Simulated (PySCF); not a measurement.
# Stationary points of Ta₂Se

Level of theory: PySCF, PBE0, basis Se def2-TZVP, Ta def2-TZVP with ECP60 (scalar-relativistic core potentials, no spin–orbit coupling, density fitting).

Relaxations began from a few typed shapes. The search is not exhaustive: other isomers or separated fragments can lie lower, and high-lying points may rest on an excited occupation.

```json
{"spin": "singlet", "group": "C2v", "bonds": "Se–Ta 2.456 Å (×2), Ta–Ta 2.189 Å", "angles": "Se–Ta–Ta 63.5° (×2), Ta–Se–Ta 52.9°", "imaginary modes (cm⁻¹)": "none", "ΔE (kJ/mol)": "0.0", "ΔE with ZPE (kJ/mol)": "0.0"}
{"spin": "singlet", "group": "C2v", "bonds": "Se–Ta 2.392 Å (×2), Ta–Ta 2.884 Å", "angles": "Se–Ta–Ta 52.9° (×2), Ta–Se–Ta 74.2°", "imaginary modes (cm⁻¹)": "428i", "ΔE (kJ/mol)": "423.4", "ΔE with ZPE (kJ/mol)": "–"}
{"spin": "singlet (closed shell, unstable to spin polarisation)", "group": "D∞h", "bonds": "Se–Ta 2.291 Å (×2)", "angles": "Ta–Se–Ta 180.0°", "imaginary modes (cm⁻¹)": "none", "ΔE (kJ/mol)": "518.4", "ΔE with ZPE (kJ/mol)": "517.9"}
```

The lowest minimum found is the singlet C2v: Se–Ta 2.456 Å (×2), Ta–Ta 2.189 Å; Se–Ta–Ta 63.5° (×2), Ta–Se–Ta 52.9°.

For the lowest minimum: stability towards spin polarisation was not tested. No spin–orbit coupling is included, which matters more the heavier the element.
